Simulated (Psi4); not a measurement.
F2Zn, charge +1, quartet, geometry from GFN2-xTB of the parent state (such geometries of metal compounds can be far from the true shape) (a state made from the parent by changing its charge; the spin is typed, not shown lowest); HF/STO-3G run with Psi4.

The Psi4 input:
```
memory 2 GB

molecule mol {
1 4
Zn    0.111785    0.219616    0.226068
F    -0.393948    0.700930   -1.310611
F     0.021333   -1.432982    0.557052
}

set {
  basis sto-3g
  reference rohf
}

energy('scf')
print_variables()
```

Q: Write the output that Psi4 gives for this input, abridged.

A: 
```
   => Loading Basis Set <=

    Name: STO-3G
    Role: ORBITAL
    Keyword: BASIS

         ---------------------------------------------------------
                                   SCF
               by Justin Turney, Rob Parrish, Andy Simmonett
                          and Daniel G. A. Smith
                             ROHF Reference
         ---------------------------------------------------------

  ==> Geometry <==

    Molecular point group: cs
    Full point group: Cs

    Geometry (in Angstrom), charge = 1, multiplicity = 4:

       Center              X                  Y                   Z               Mass
    ------------   -----------------  -----------------  -----------------  -----------------
         ZN          -0.249318155783     0.219906274076     0.000000000000    63.929142010000
         F            1.367397852497     0.704716269330     0.000000000000    18.998403162730
         F           -0.528448618175    -1.444695271979     0.000000000000    18.998403162730

  Running in cs symmetry.

  Rotational constants: A =      0.88946  B =      0.21604  C =      0.17382 [cm^-1]
  Rotational constants: A =  26665.29631  B =   6476.86166  C =   5211.11013 [MHz]
  Nuclear repulsion =  184.257947025040579

  Charge       = 1
  Multiplicity = 4
  Electrons    = 47
  Nalpha       = 25
  Nbeta        = 22

  ==> Algorithm <==

  SCF Algorithm Type is DF.
  DIIS enabled.
  MOM disabled.
  Fractional occupation disabled.
  Guess Type is SAD.
  Energy threshold   = 1.00e-06
  Density threshold  = 1.00e-06
  Integral threshold = 1.00e-12

  ==> Primary Basis <==

  Basis Set: STO-3G
    Blend: STO-3G
    Number of shells: 14
    Number of basis functions: 28
    Number of Cartesian functions: 29
    Spherical Harmonics?: true
    Max angular momentum: 2

   => Loading Basis Set <=

    Name: (STO-3G AUX)
    Role: JKFIT
    Keyword: DF_BASIS_SCF

  ==> Integral Setup <==

  SCF_SUBTYPE=INCORE selected. In-core MEM_DF algorithm will be used.
  Using in-core AOs.

  ==> MemDFJK: Density-Fitted J/K Matrices <==

    J tasked:                   Yes
    K tasked:                   Yes
    wK tasked:                   No
    Algorithm:                 Core
    Schwarz Cutoff:           1E-12
    Mask sparsity (%):       2.8061
    Fitting Condition:        1E-10

   => Auxiliary Basis Set <=

  Basis Set: (STO-3G AUX)
    Blend: DEF2-UNIVERSAL-JKFIT
    Number of shells: 108
    Number of basis functions: 418
    Number of Cartesian functions: 563
    Spherical Harmonics?: true
    Max angular momentum: 6

  Minimum eigenvalue in the overlap matrix is 4.1793914059E-01.
  Reciprocal condition number of the overlap matrix is 2.5334192016E-01.
    Using symmetric orthogonalization.

  ==> Pre-Iterations <==

  SCF Guess: Superposition of Atomic Densities via on-the-fly atomic UHF (no occupation information).

   -------------------------
    Irrep   Nso     Nmo
   -------------------------
     A'        21      21
     A"         7       7
   -------------------------
    Total      28      28
   -------------------------

  ==> Iterations <==

                           Total Energy        Delta E     RMS |[F,P]|

   @DF-ROHF iter SAD: -1950.44497546439766   -1.95044e+03   0.00000e+00
   @DF-ROHF iter   1: -1951.42193247054661   -9.76957e-01   3.66702e-02 DIIS
   @DF-ROHF iter   2: -1939.04573489514701    1.23762e+01   1.08171e-01 DIIS
   @DF-ROHF iter   3: -1952.48043248130739   -1.34347e+01   3.26587e-02 DIIS
   @DF-ROHF iter   4: -1952.99851446779280   -5.18082e-01   1.99657e-02 DIIS
   @DF-ROHF iter   5: -1953.17810006814238   -1.79586e-01   1.34370e-02 DIIS
   @DF-ROHF iter   6: -1953.27936335289792   -1.01263e-01   5.87965e-03 DIIS
   @DF-ROHF iter   7: -1953.26701119849054    1.23522e-02   5.45369e-03 DIIS
   @DF-ROHF iter   8: -1953.29184933726378   -2.48381e-02   4.06909e-03 DIIS
   @DF-ROHF iter   9: -1953.29561143863771   -3.76210e-03   3.24885e-03 DIIS
   @DF-ROHF iter  10: -1952.84261803316008    4.52993e-01   2.47692e-02 DIIS
   @DF-ROHF iter  11: -1952.49657386359718    3.46044e-01   3.60824e-02 DIIS
   @DF-ROHF iter  12: -1952.42847723970522    6.80966e-02   3.72607e-02 DIIS
   @DF-ROHF iter  13: -1952.45679489976078   -2.83177e-02   3.67921e-02 DIIS
   @DF-ROHF iter  14: -1952.47275887576075   -1.59640e-02   3.65093e-02 DIIS
   @DF-ROHF iter  15: -1952.47128030757835    1.47857e-03   3.65387e-02 DIIS
   @DF-ROHF iter  16: -1952.48064082975111   -9.36052e-03   3.63655e-02 DIIS
   @DF-ROHF iter  17: -1952.45535964712576    2.52812e-02   3.68235e-02 DIIS
   @DF-ROHF iter  18: -1952.47654591534297   -2.11863e-02   3.64392e-02 DIIS
   @DF-ROHF iter  19: -1952.45877910551576    1.77668e-02   3.67631e-02 DIIS
   @DF-ROHF iter  20: -1952.47774888315121   -1.89698e-02   3.64173e-02 DIIS
   @DF-ROHF iter  21: -1952.45447256824787    2.32763e-02   3.68383e-02 DIIS
   @DF-ROHF iter  22: -1952.47377127303776   -1.92987e-02   3.64903e-02 DIIS
   @DF-ROHF iter  23: -1952.45917186266183    1.45994e-02   3.67555e-02 DIIS
   @DF-ROHF iter  24: -1952.46871276717661   -9.54090e-03   3.65830e-02 DIIS
   @DF-ROHF iter  25: -1952.45472786806044    1.39849e-02   3.68319e-02 DIIS
   @DF-ROHF iter  26: -1952.45820480174621   -3.47693e-03   3.67699e-02 DIIS
   @DF-ROHF iter  27: -1952.45654919153526    1.65561e-03   3.67988e-02 DIIS
   @DF-ROHF iter  28: -1952.45456054197462    1.98865e-03   3.68338e-02 DIIS
   @DF-ROHF iter  29: -1952.45747883451236   -2.91829e-03   3.67822e-02 DIIS
   @DF-ROHF iter  30: -1952.45416986539135    3.30897e-03   3.68407e-02 DIIS
   @DF-ROHF iter  31: -1952.45783610707781   -3.66624e-03   3.67759e-02 DIIS
   @DF-ROHF iter  32: -1952.45410258027437    3.73353e-03   3.68419e-02 DIIS
   @DF-ROHF iter  33: -1952.45791453660672   -3.81196e-03   3.67746e-02 DIIS
   @DF-ROHF iter  34: -1952.45406890380377    3.84563e-03   3.68425e-02 DIIS
   @DF-ROHF iter  35: -1952.45793695794805   -3.86805e-03   3.67742e-02 DIIS
[...]
   @DF-ROHF iter  42: -1952.45402489517551    3.94482e-03   3.68433e-02 DIIS
   @DF-ROHF iter  43: -1952.45797925187048   -3.95436e-03   3.67734e-02 DIIS
   @DF-ROHF iter  44: -1952.45401521830058    3.96403e-03   3.68434e-02 DIIS
   @DF-ROHF iter  45: -1952.45798875467631   -3.97354e-03   3.67732e-02 DIIS
   @DF-ROHF iter  46: -1952.45400555212541    3.98320e-03   3.68436e-02 DIIS
   @DF-ROHF iter  47: -1952.45799824364872   -3.99269e-03   3.67731e-02 DIIS
   @DF-ROHF iter  48: -1952.45399589232989    4.00235e-03   3.68438e-02 DIIS
   @DF-ROHF iter  49: -1952.45800772249254   -4.01183e-03   3.67729e-02 DIIS
   @DF-ROHF iter  50: -1952.45398623863343    4.02148e-03   3.68440e-02 DIIS
   @DF-ROHF iter  51: -1952.45801719111046   -4.03095e-03   3.67727e-02 DIIS
   @DF-ROHF iter  52: -1952.45397659177684    4.04060e-03   3.68441e-02 DIIS
   @DF-ROHF iter  53: -1952.45802664860480   -4.05006e-03   3.67726e-02 DIIS
   @DF-ROHF iter  54: -1952.45396695275463    4.05970e-03   3.68443e-02 DIIS
   @DF-ROHF iter  55: -1952.45803609389236   -4.06914e-03   3.67724e-02 DIIS
   @DF-ROHF iter  56: -1952.45395732263501    4.07877e-03   3.68445e-02 DIIS
   @DF-ROHF iter  57: -1952.45804552584127   -4.08820e-03   3.67722e-02 DIIS
   @DF-ROHF iter  58: -1952.45394770249527    4.09782e-03   3.68446e-02 DIIS
   @DF-ROHF iter  59: -1952.45805494328420   -4.10724e-03   3.67721e-02 DIIS
   @DF-ROHF iter  60: -1952.45393809344409    4.11685e-03   3.68448e-02 DIIS
   @DF-ROHF iter  61: -1952.45806434504971   -4.12625e-03   3.67719e-02 DIIS
   @DF-ROHF iter  62: -1952.45392849659015    4.13585e-03   3.68450e-02 DIIS
   @DF-ROHF iter  63: -1952.45807372994818   -4.14523e-03   3.67717e-02 DIIS
   @DF-ROHF iter  64: -1952.45391891306531    4.15482e-03   3.68452e-02 DIIS
   @DF-ROHF iter  65: -1952.45808309677182   -4.16418e-03   3.67716e-02 DIIS
   @DF-ROHF iter  66: -1952.45390934401235    4.17375e-03   3.68453e-02 DIIS
   @DF-ROHF iter  67: -1952.45809244430552   -4.18310e-03   3.67714e-02 DIIS
   @DF-ROHF iter  68: -1952.45389979058450    4.19265e-03   3.68455e-02 DIIS
   @DF-ROHF iter  69: -1952.45810177131739   -4.20198e-03   3.67713e-02 DIIS
   @DF-ROHF iter  70: -1952.45389025395548    4.21152e-03   3.68457e-02 DIIS
   @DF-ROHF iter  71: -1952.45811107655641   -4.22082e-03   3.67711e-02 DIIS
   @DF-ROHF iter  72: -1952.45388073530444    4.23034e-03   3.68458e-02 DIIS
   @DF-ROHF iter  73: -1952.45812035876293   -4.23962e-03   3.67709e-02 DIIS
   @DF-ROHF iter  74: -1952.45387123582691    4.24912e-03   3.68460e-02 DIIS
   @DF-ROHF iter  75: -1952.45812961666775   -4.25838e-03   3.67708e-02 DIIS
   @DF-ROHF iter  76: -1952.45386175672706    4.26786e-03   3.68462e-02 DIIS
   @DF-ROHF iter  77: -1952.45813884897939   -4.27709e-03   3.67706e-02 DIIS
   @DF-ROHF iter  78: -1952.45385229923272    4.28655e-03   3.68463e-02 DIIS
   @DF-ROHF iter  79: -1952.45814805440637   -4.29576e-03   3.67704e-02 DIIS
   @DF-ROHF iter  80: -1952.45384286457033    4.30519e-03   3.68465e-02 DIIS
   @DF-ROHF iter  81: -1952.45815723162673   -4.31437e-03   3.67703e-02 DIIS
   @DF-ROHF iter  82: -1952.45383345399273    4.32378e-03   3.68467e-02 DIIS
   @DF-ROHF iter  83: -1952.45816637932489   -4.33293e-03   3.67701e-02 DIIS
   @DF-ROHF iter  84: -1952.45382406874728    4.34231e-03   3.68468e-02 DIIS
   @DF-ROHF iter  85: -1952.45817549615253   -4.35143e-03   3.67700e-02 DIIS
   @DF-ROHF iter  86: -1952.45381471011001    4.36079e-03   3.68470e-02 DIIS
   @DF-ROHF iter  87: -1952.45818458076815   -4.36987e-03   3.67698e-02 DIIS
   @DF-ROHF iter  88: -1952.45380537935330    4.37920e-03   3.68472e-02 DIIS
   @DF-ROHF iter  89: -1952.45819363181431   -4.38825e-03   3.67696e-02 DIIS
   @DF-ROHF iter  90: -1952.45379607777954    4.39755e-03   3.68473e-02 DIIS
   @DF-ROHF iter  91: -1952.45820264791178   -4.40657e-03   3.67695e-02 DIIS
   @DF-ROHF iter  92: -1952.45378680667977    4.41584e-03   3.68475e-02 DIIS
   @DF-ROHF iter  93: -1952.45821162768630   -4.42482e-03   3.67693e-02 DIIS
   @DF-ROHF iter  94: -1952.45377756737412    4.43406e-03   3.68477e-02 DIIS
   @DF-ROHF iter  95: -1952.45822056973680   -4.44300e-03   3.67692e-02 DIIS
   @DF-ROHF iter  96: -1952.45376836118044    4.45221e-03   3.68478e-02 DIIS
   @DF-ROHF iter  97: -1952.45822947266083   -4.46111e-03   3.67690e-02 DIIS
   @DF-ROHF iter  98: -1952.45375918944160    4.47028e-03   3.68480e-02 DIIS
   @DF-ROHF iter  99: -1952.45823833504551   -4.47915e-03   3.67688e-02 DIIS
   @DF-ROHF iter 100: -1952.45375005348865    4.48828e-03   3.68481e-02 DIIS

PsiException: Could not converge SCF iterations in 100 iterations.

  Failed to converge.

Traceback (most recent call last):
  File "psi4", line 375, in <module>
  File "<string>", line 24, in <module>
  File "site-packages/psi4/driver/driver.py", line 533, in energy
  File "site-packages/psi4/driver/procrouting/proc.py", line 2760, in run_scf
  File "site-packages/psi4/driver/procrouting/proc.py", line 2047, in scf_helper
  File "site-packages/psi4/driver/procrouting/scf_proc/scf_iterator.py", line 93, in scf_compute_energy
  File "site-packages/psi4/driver/procrouting/scf_proc/scf_iterator.py", line 86, in scf_compute_energy
  File "site-packages/psi4/driver/procrouting/scf_proc/scf_iterator.py", line 609, in scf_iterate

psi4.driver.p4util.exceptions.SCFConvergenceError: Could not converge SCF iterations in 100 iterations.

Printing out the relevant lines from the Psithon --> Python processed input file:
    F     0.021333   -1.432982    0.557052
    ""","mol")
    core.IO.set_default_namespace("mol")
    core.set_global_option("BASIS", "sto-3g")
    core.set_global_option("REFERENCE", "rohf")
--> energy('scf')
    print_variables()

!-------------------------------------------------------!
!                                                       !
!  Could not converge SCF iterations in 100 iterations. !
!                                                       !
!-------------------------------------------------------!
```

The run did not converge; its last values are not results.
